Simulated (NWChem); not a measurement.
System: PbO, singlet; SMILES [O]=[Pb]

Computed with NWChem. Low-valent species are run as closed-shell singlets; no triplet was tried in these runs. def2 effective core potentials on Pb; no spin-orbit coupling. The level has its own optimisation; frequencies are unscaled.

Task: Estimate the computed values for BP86/def2-TZVP. Quantities: r O–Pb (Å); highest harmonic frequency (cm⁻¹); zero-point energy (kcal/mol).

Result: 
| Item | Result |
|---|---|
| r O–Pb (Å) | 1.939 |
| highest harmonic frequency (cm⁻¹) | 725 |
| zero-point energy (kcal/mol) | 1.0 |
